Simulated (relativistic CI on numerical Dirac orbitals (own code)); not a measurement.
Line list: Electric-dipole lines, Lu62+

Computed by Dirac-Coulomb-Breit CI, separate exchange-only KLI orbitals for each configuration, model QED (radiative potential, 1s self-energy scaled to tabulated hydrogen-like ionisation energies), unscaled Slater integrals (own radial code, finite nucleus).

Configurations in the expansion (outside the closed core 1s2): 2s2.2p5, 2s.2p6, 2p6.3s, 2p6.3p, 2s2.2p4.3s, 2p6.3d, 2s2.2p4.3p, 2s2.2p4.3d, 2s.2p5.3s, 2s.2p5.3p, 2s.2p5.3d, 2s2.2p4.4s, 2s2.2p4.4p, 2s2.2p4.4d, 2s2.2p4.4f, 2s2.2p3.3s2. Levels of other configurations are missing.

| λ vac (nm) | Lower | Upper | A (s⁻¹) | gf | Branching (%) |
| --- | --- | --- | --- | --- | --- |
| 0.11152 | 2s2.2p5 2P°_3/2 [1] | 2s2.2p4.4d 2D_5/2 [125] | 5.90e+14 | 6.60e-01 | 84.2 |
| 0.12964 | 2s2.2p5 2P°_1/2 [2] | 2s2.2p4.3d 2D_3/2 [95] | 9.96e+14 | 1.00e+00 | 99.9 |
| 0.12988 | 2s2.2p5 2P°_3/2 [1] | 2s2.2p4.3d 2P_3/2 [55] | 1.05e+15 | 1.06e+00 | 98.9 |
| 0.12997 | 2s2.2p5 2P°_3/2 [1] | 2s2.2p4.3d 2F_5/2 [53] | 1.07e+15 | 1.62e+00 | 99.9 |
| 0.13034 | 2s.2p6 2S_1/2 [3] | 2s.2p5.3d 2P°_3/2 [123] | 1.35e+15 | 1.37e+00 | 98.7 |
| 0.13147 | 2s2.2p5 2P°_3/2 [1] | 2s.2p5.3p 2D_5/2 [45] | 5.34e+14 | 8.30e-01 | 98.5 |
| 0.14599 | 2s2.2p5 2P°_3/2 [1] | 2s2.2p4.3d 2D_5/2 [25] | 9.38e+14 | 1.80e+00 | 100.0 |
| 0.14608 | 2s2.2p5 2P°_1/2 [2] | 2s2.2p4.3d 2P_1/2 [63] | 2.57e+15 | 1.65e+00 | 98.8 |
| 0.14619 | 2s2.2p5 2P°_1/2 [2] | 2s2.2p4.3d 2D_3/2 [62] | 2.38e+15 | 3.05e+00 | 99.2 |
| 0.14636 | 2s.2p6 2S_1/2 [3] | 2s.2p5.3d 2P°_3/2 [85] | 1.84e+15 | 2.37e+00 | 99.1 |
| 0.14655 | 2s2.2p5 2P°_3/2 [1] | 2s2.2p4.3d 2P_3/2 [24] | 1.68e+15 | 2.16e+00 | 100.0 |
| 0.14658 | 2s2.2p5 2P°_3/2 [1] | 2s2.2p4.3d 2D_5/2 [23] | 1.34e+15 | 2.60e+00 | 100.0 |
| 0.14729 | 2s.2p6 2S_1/2 [3] | 2s.2p5.3d 2P°_1/2 [82] | 2.39e+15 | 1.56e+00 | 99.4 |
| 0.38918 | 2s2.2p4.3p 2D°_5/2 [8] | 2s2.2p4.4d 2F_7/2 [115] | 8.78e+13 | 1.60e+00 | 81.0 |
| 0.42781 | 2s2.2p4.3p 4D°_7/2 [11] | 2s2.2p4.4d 4F_9/2 [121] | 1.11e+14 | 3.04e+00 | 99.6 |
| 0.42783 | 2s2.2p4.3p 2D°_5/2 [10] | 2s2.2p4.4d 2F_7/2 [120] | 8.68e+13 | 1.90e+00 | 77.7 |
| 0.44398 | 2s2.2p4.3d 2G_7/2 [52] | 2s2.2p4.4f 2H°_9/2 [184] | 2.15e+14 | 6.35e+00 | 93.0 |
| 0.44427 | 2s2.2p4.3d 4D_3/2 [15] | 2s2.2p4.4f 2F°_5/2 [131] | 1.21e+14 | 2.15e+00 | 52.1 |
| 0.44431 | 2s2.2p4.3d 2D_3/2 [19] | 2s2.2p4.4f 2F°_5/2 [143] | 2.01e+14 | 3.57e+00 | 86.4 |
| 0.44468 | 2s2.2p4.3d 4D_5/2 [16] | 2s2.2p4.4f 2G°_7/2 [130] | 1.59e+14 | 3.77e+00 | 68.3 |
| 0.44494 | 2s2.2p4.3d 2F_7/2 [17] | 2s2.2p4.4f 2G°_9/2 [128] | 2.13e+14 | 6.33e+00 | 92.5 |
| 0.45357 | 2s2.2p4.3d 4D_7/2 [56] | 2s2.2p4.4f 4G°_9/2 [181] | 2.17e+14 | 6.69e+00 | 96.1 |
| 0.45391 | 2s2.2p4.3d 2G_9/2 [59] | 2s2.2p4.4f 2H°_11/2 [189] | 2.25e+14 | 8.32e+00 | 99.8 |
| 0.45419 | 2s2.2p4.3d 2F_7/2 [20] | 2s2.2p4.4f 2G°_9/2 [135] | 1.97e+14 | 6.08e+00 | 86.9 |
| 0.45436 | 2s2.2p4.3d 4F_9/2 [21] | 2s2.2p4.4f 4G°_11/2 [134] | 2.24e+14 | 8.33e+00 | 99.8 |
| 0.45587 | 2s2.2p4.3d 2F_7/2 [61] | 2s2.2p4.4f 2G°_9/2 [193] | 1.89e+14 | 5.88e+00 | 84.0 |
| 0.45608 | 2s2.2p4.3d 2D_5/2 [25] | 2s2.2p4.4f 2F°_7/2 [144] | 2.16e+14 | 5.40e+00 | 95.1 |
| 0.46025 | 2s2.2p4.3d 2D_5/2 [23] | 2s2.2p4.4f 2F°_7/2 [136] | 1.64e+14 | 4.16e+00 | 71.6 |
| 0.46040 | 2s2.2p4.3d 2P_3/2 [24] | 2s2.2p4.4f 2D°_5/2 [138] | 1.44e+14 | 2.75e+00 | 62.7 |
| 2.7586 | 2s2.2p4.3s 4P_5/2 [4] | 2s2.2p4.3p 4D°_7/2 [11] | 1.11e+12 | 1.01e+00 | 75.6 |

Terms are leading LS components. Brackets give the number of a level in order of energy, since labels repeat. The list gives strong lines, with weight on those to low levels, without lines whose two gauges differ by over a factor of 2.5, among the lowest 200 of 205 levels, so that lines to higher ones, which can be the strongest, are missing. Levels whose partners in the same complex of configurations lie outside the list can be far off, and so can their lines. Rates are taken at the computed energies, electric ones in the length gauge.

At this charge energies of transitions that change n are usually good to better than 1 %, and those within a shell (Δn = 0) to a few per cent.

LS names give the leading component of a level, which can be under half, so a name can repeat, a term be missing and a line seem to break the LS rules.
